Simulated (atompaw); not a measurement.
**Which change was made? (Zr, PAW (atompaw))**

atompaw 4.2.0.5 input, output lines left out:

```
Zr 40
GGA-PBE scalarrelativistic loggrid 1500 logderivrange -6 5 276
5 5 4 0 0 0
5 0 1.75
5 1 0.25
4 2 2
0 0 0
c
c
c
v
v
c
c
v
v
c
v
2
2.80 2.20 2.70 2.15
n
n
y
1
n
custom polynom2 7 10 vanderbiltortho sinc
3 0.5 troulliermartins
1.55
2.80
1.85
2.80
2.80
2.80
```

Cutoffs, loose and tight: the cutoffs (Ry, on a coarse ladder) from which the occupation-weighted sum of valence levels, in a spherical-Bessel basis at the reference potential, stays within 10 and 1 mRy of its value at 400 Ry. They see the waves, projectors and local potential, not the compensation charge or the core.

The base gives: outcome: generated; cutoff, loose: 21 Ry; cutoff, tight: 40 Ry; bound ghosts: none.

**Question.** After one change the result is: outcome: generated; cutoff, loose: 25 Ry; cutoff, tight: 50 Ry; bound ghosts: none. Which change was it?
A. all radii scaled by about 0.75 (s 1.16, p 1.38, d 2.10 bohr); local potential troulliermartins scheme with l = 3 at 0.5 Ry, radius 2.02 bohr; augmentation sinc compensation charge, radius 1.66 bohr; PAW radius 2.10 bohr; waves and projectors: custom polynom2 7 10 vanderbiltortho; core correction smooth core density matched at 1.62 bohr
B. all radii scaled by about 1.16 (s 1.80, p 2.16, d 3.26 bohr); local potential troulliermartins scheme with l = 3 at 0.5 Ry, radius 3.16 bohr; augmentation sinc compensation charge, radius 2.56 bohr; PAW radius 3.26 bohr; waves and projectors: custom polynom2 7 10 vanderbiltortho; core correction smooth core density matched at 2.50 bohr
C. all radii scaled by about 1.31 (s 2.02, p 2.42, d 3.66 bohr); local potential troulliermartins scheme with l = 3 at 0.5 Ry, radius 3.52 bohr; augmentation sinc compensation charge, radius 2.86 bohr; PAW radius 3.66 bohr; waves and projectors: custom polynom2 7 10 vanderbiltortho; core correction smooth core density matched at 2.80 bohr

**Answer.** C. The others give: all radii scaled by about 1.16 (s 1.80, p 2.16, d 3.26 bohr); local potential troulliermartins scheme with l = 3 at 0.5 Ry, radius 3.16 bohr; augmentation sinc compensation charge, radius 2.56 bohr; PAW radius 3.26 bohr; waves and projectors: custom polynom2 7 10 vanderbiltortho; core correction smooth core density matched at 2.50 bohr → outcome: generated; cutoff, loose: 18 Ry; cutoff, tight: 30 Ry; bound ghosts: none | all radii scaled by about 0.75 (s 1.16, p 1.38, d 2.10 bohr); local potential troulliermartins scheme with l = 3 at 0.5 Ry, radius 2.02 bohr; augmentation sinc compensation charge, radius 1.66 bohr; PAW radius 2.10 bohr; waves and projectors: custom polynom2 7 10 vanderbiltortho; core correction smooth core density matched at 1.62 bohr → outcome: generated; cutoff, loose: 30 Ry; cutoff, tight: 200 Ry; bound ghosts: none.
